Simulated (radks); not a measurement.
All-electron atom: Nb II in [Kr] 4d4. Calculated with a radial shooting solver on a logarithmic mesh with Libxc functionals: scalar-relativistic Kohn-Sham, BLYP, spin-polarised, spherical densities, finite nucleus; open shells are filled with parallel spins first (spin-orbit coupling, left out, can overturn this in heavy ions); Fermi nuclear charge, rms radius 4.324 fm. Some entries of the table are withheld. Estimate them.

orbital,occ.,eigenvalue (eV),r(max) (bohr),<r^2> (bohr^2)
1s down,1,-18817.68,0.02349,0.001757
1s up,1,-18817.67,0.02349,0.001757
2s up,1,-2637.282,0.1332,0.02945
2s down,1,-2636.949,0.1332,0.02944
2p up,3,-2355.825,0.1064,0.02318
2p down,3,-2355.578,0.1064,0.02318
3s up,1,-444.6524,0.3956,0.2253
3s down,1,-444.4688,0.3956,0.2253
3p up,3,-352.6933,0.3893,0.2317
3p down,3,-352.4894,0.3893,0.2316
3d up,5,-202.2972,0.3342,0.2264
3d down,5,-201.9848,0.3344,0.2262
4s up,1,-65.1977,1.033,1.533
4s down,1,-63.2947,1.028,1.517
4p up,3,(1),1.126,(2)
4p down,3,(3),1.119,(4)
4d up,4,-9.8943,1.500,5.088
4d down,0,-7.8235,1.501,5.769

Answer. 
(1) 4p up eigenvalue (eV): -41.4342
(2) 4p up <r^2> (bohr^2): 1.965
(3) 4p down eigenvalue (eV): -39.3183
(4) 4p down <r^2> (bohr^2): 1.948
